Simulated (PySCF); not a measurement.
PySCF input (HF/def2-TZVPD):

```python
from pyscf import gto, scf, dft

mol = gto.M(
    atom='''
    C    -0.73861373   -0.35039991   -0.44895649
    C     0.71119902   -0.26135519   -0.14181053
    F     1.21919102    0.96495146   -0.38547061
    F     1.38520185   -1.14398635   -0.90253772
    F     0.98651160   -0.53864168    1.15058457
    Cl   -1.82614213    0.65834515    0.34993613
    H    -1.10923568   -1.06224761   -1.16749810
    ''',
    basis='def2-tzvpd',
    charge=0,
    spin=1,
    verbose=4,
)

mf = scf.UHF(mol).density_fit(auxbasis='def2-universal-jkfit')
mf.conv_tol = 1e-9
mf.max_cycle = 100
mf.max_memory = 1500
mf.kernel()
if not mf.converged:
    mf = mf.newton()
    mf.kernel(mf.make_rdm1())
for _ in range(2):
    mo, _, stable, _ = mf.stability(return_status=True)
    if stable:
        break
    mf.kernel(mf.make_rdm1(mo, mf.mo_occ))
mf.analyze()
```

End of the output:

```
Extra cycle  E= -834.272810538404  delta_E= -6.14e-12  |g|= 1.9e-06  |ddm|= 4.86e-06
converged SCF energy = -834.272810538404  <S^2> = 0.76774274  2S+1 = 2.0176647
uhf_internal: lowest eigs of H = [0.40380158 0.45807577 0.471885  ]
<class 'pyscf.df.df_jk.DFUHF'> wavefunction is stable in the internal stability analysis
**** SCF Summaries ****
Total Energy =                        -834.272810538403746
Nuclear Repulsion Energy =             309.046310521304349
One-electron Energy =                -1770.419274040147457
Two-electron Energy =                  627.100152980439361
Two-electron Coulomb Energy =          695.693565588319757
DFT Exchange-Correlation Energy =      -68.593412607880396
HOMO-LUMO gap [eV] =                    12.539294540296282
**** MO energy ****
                             alpha | beta                alpha | beta
MO #1   energy= -104.878108838531  | -104.877403050788  occ= 1 | 1
MO #2   energy= -26.3503235305025  | -26.3502269545981  occ= 1 | 1
MO #3   energy= -26.3447966220595  | -26.34338280751    occ= 1 | 1
MO #4   energy= -26.3445863034789  | -26.3430851974516  occ= 1 | 1
MO #5   energy= -11.5273235484076  | -11.5302485815934  occ= 1 | 1
MO #6   energy= -11.3425041427478  | -11.3165281427875  occ= 1 | 1
MO #7   energy= -10.6054605926151  | -10.6047526231459  occ= 1 | 1
MO #8   energy= -8.07327290145251  | -8.07354462026295  occ= 1 | 1
MO #9   energy= -8.07095994925069  | -8.07024593784886  occ= 1 | 1
MO #10  energy= -8.07069677746859  | -8.06764422517062  occ= 1 | 1
MO #11  energy= -1.73613774299519  | -1.73385194851505  occ= 1 | 1
MO #12  energy= -1.64454663779698  | -1.64293550522236  occ= 1 | 1
MO #13  energy= -1.63966339901591  | -1.6352554610764   occ= 1 | 1
MO #14  energy= -1.21240891457302  | -1.18462025262839  occ= 1 | 1
MO #15  energy= -1.04584948580511  | -1.02463521534195  occ= 1 | 1
MO #16  energy= -0.918179720114566 | -0.893513630653381 occ= 1 | 1
MO #17  energy= -0.834493410877366 | -0.832441730909967 occ= 1 | 1
MO #18  energy= -0.833704861297356 | -0.824922152176083 occ= 1 | 1
MO #19  energy= -0.791802073161467 | -0.76940034197065  occ= 1 | 1
MO #20  energy= -0.724049809760514 | -0.720416626533908 occ= 1 | 1
MO #21  energy= -0.721338683043827 | -0.714193196106247 occ= 1 | 1
MO #22  energy= -0.677905501173788 | -0.675183307114007 occ= 1 | 1
MO #23  energy= -0.672801196770406 | -0.670029301678903 occ= 1 | 1
MO #24  energy= -0.658472418805504 | -0.656296029146425 occ= 1 | 1
MO #25  energy= -0.644066534449838 | -0.632185182144597 occ= 1 | 1
MO #26  energy= -0.610408454178688 | -0.599459420501093 occ= 1 | 1
MO #27  energy= -0.577193311224553 | -0.50484375437012  occ= 1 | 1
MO #28  energy= -0.486486273377444 | -0.485266284505927 occ= 1 | 1
MO #29  energy= -0.404897828935077 | 0.0559127498086911 occ= 1 | 0
MO #30  energy= 0.0554643099425355 | 0.0563017178824999 occ= 0 | 0
MO #31  energy= 0.0684544959244231 | 0.0706943970435497 occ= 0 | 0
MO #32  energy= 0.0807218086173719 | 0.0808080758673287 occ= 0 | 0
MO #33  energy= 0.0831866012272548 | 0.0875567402872766 occ= 0 | 0
MO #34  energy= 0.110030914128796  | 0.110197143682864  occ= 0 | 0
MO #35  energy= 0.118256085338428  | 0.119063716768311  occ= 0 | 0
MO #36  energy= 0.12440021325292   | 0.12595484894422   occ= 0 | 0
MO #37  energy= 0.142766946283155  | 0.145364148529437  occ= 0 | 0
MO #38  energy= 0.152011980197675  | 0.15619345380152   occ= 0 | 0
MO #39  energy= 0.173614035641618  | 0.173641085732178  occ= 0 | 0
MO #40  energy= 0.178362678282499  | 0.17886304615002   occ= 0 | 0
MO #41  energy= 0.18528687223727   | 0.199791622972757  occ= 0 | 0
MO #42  energy= 0.201151479407593  | 0.203716607777452  occ= 0 | 0
MO #43  energy= 0.206100943510302  | 0.210458692350591  occ= 0 | 0
MO #44  energy= 0.232088608737179  | 0.233451319829686  occ= 0 | 0
MO #45  energy= 0.236689539213985  | 0.240732420954074  occ= 0 | 0
MO #46  energy= 0.245543732895564  | 0.258857358139957  occ= 0 | 0
MO #47  energy= 0.257514738419376  | 0.261221409497476  occ= 0 | 0
MO #48  energy= 0.262630056947714  | 0.263488263612392  occ= 0 | 0
MO #49  energy= 0.293253846010284  | 0.29389536130717   occ= 0 | 0
MO #50  energy= 0.300782031644388  | 0.313408340884147  occ= 0 | 0
MO #51  energy= 0.314575718202826  | 0.31538471254065   occ= 0 | 0
MO #52  energy= 0.3324942982269    | 0.333814218702646  occ= 0 | 0
MO #53  energy= 0.338680430638058  | 0.34313918893859   occ= 0 | 0
MO #54  energy= 0.347677823731278  | 0.350384895278334  occ= 0 | 0
MO #55  energy= 0.35485146936925   | 0.369326025554537  occ= 0 | 0
MO #56  energy= 0.363631051609482  | 0.370568320777399  occ= 0 | 0
MO #57  energy= 0.369523612685019  | 0.379988911787884  occ= 0 | 0
MO #58  energy= 0.373404483829679  | 0.380838544799169  occ= 0 | 0
MO #59  energy= 0.393197035019395  | 0.395438856159085  occ= 0 | 0
MO #60  energy= 0.397748561046778  | 0.407699913847643  occ= 0 | 0
MO #61  energy= 0.428883504375037  | 0.432415500369512  occ= 0 | 0
MO #62  energy= 0.43017939134214   | 0.436993883663567  occ= 0 | 0
MO #63  energy= 0.445197306806518  | 0.453711420531405  occ= 0 | 0
MO #64  energy= 0.447870239743395  | 0.455259623777886  occ= 0 | 0
MO #65  energy= 0.472015680664724  | 0.47217772337507   occ= 0 | 0
MO #66  energy= 0.482332794529929  | 0.48315215591653   occ= 0 | 0
MO #67  energy= 0.482632379792011  | 0.486574687915638  occ= 0 | 0
MO #68  energy= 0.498364646748858  | 0.499935946345463  occ= 0 | 0
MO #69  energy= 0.504945355044574  | 0.515110717507502  occ= 0 | 0
MO #70  energy= 0.526520755154551  | 0.528389306266803  occ= 0 | 0
MO #71  energy= 0.546687888165567  | 0.547849322894964  occ= 0 | 0
MO #72  energy= 0.569738379575451  | 0.572594513909279  occ= 0 | 0
MO #73  energy= 0.57799981737796   | 0.599695652428202  occ= 0 | 0
MO #74  energy= 0.596849814912985  | 0.608588684011059  occ= 0 | 0
MO #75  energy= 0.634398626322262  | 0.637585540832749  occ= 0 | 0
MO #76  energy= 0.636722843450565  | 0.639896050950068  occ= 0 | 0
MO #77  energy= 0.656394846355903  | 0.663702614615138  occ= 0 | 0
MO #78  energy= 0.700979841739864  | 0.703092110073219  occ= 0 | 0
MO #79  energy= 0.710757404857673  | 0.719024846107713  occ= 0 | 0
MO #80  energy= 0.715994994121472  | 0.721656434372326  occ= 0 | 0
MO #81  energy= 0.727252408576339  | 0.733866251154221  occ= 0 | 0
MO #82  energy= 0.728864696869873  | 0.735458444927425  occ= 0 | 0
MO #83  energy= 0.744620361120406  | 0.751544497466587  occ= 0 | 0
MO #84  energy= 0.755522263251262  | 0.756190963108481  occ= 0 | 0
MO #85  energy= 0.760449095832965  | 0.778144629051056  occ= 0 | 0
MO #86  energy= 0.777503891300944  | 0.780392633445888  occ= 0 | 0
MO #87  energy= 0.785267034137479  | 0.78885843380511   occ= 0 | 0
MO #88  energy= 0.80797782809066   | 0.815300407298088  occ= 0 | 0
MO #89  energy= 0.809339327792229  | 0.815936578219298  occ= 0 | 0
MO #90  energy= 0.825213462907175  | 0.832430868990919  occ= 0 | 0
MO #91  energy= 0.841915006225417  | 0.849287825518395  occ= 0 | 0
MO #92  energy= 0.862909620585484  | 0.865898163566612  occ= 0 | 0
MO #93  energy= 0.873483759907321  | 0.876871796894756  occ= 0 | 0
MO #94  energy= 0.893007618684643  | 0.899443109412905  occ= 0 | 0
MO #95  energy= 0.904652547878363  | 0.906976380754137  occ= 0 | 0
MO #96  energy= 0.908181310270512  | 0.91193229134609   occ= 0 | 0
MO #97  energy= 0.94158636128079   | 0.947816677348611  occ= 0 | 0
MO #98  energy= 0.947169849415069  | 0.952648088507751  occ= 0 | 0
MO #99  energy= 0.958922000773529  | 0.959861806850368  occ= 0 | 0
MO #100 energy= 0.974047182232665  | 0.982002528121185  occ= 0 | 0
MO #101 energy= 1.00704835508532   | 1.00842040650679   occ= 0 | 0
MO #102 energy= 1.06867964811033   | 1.07107449020663   occ= 0 | 0
MO #103 energy= 1.08100452405356   | 1.09220107009613   occ= 0 | 0
MO #104 energy= 1.08836080233154   | 1.09684054701921   occ= 0 | 0
[...]
```

It need not be the lowest isomer of its formula.
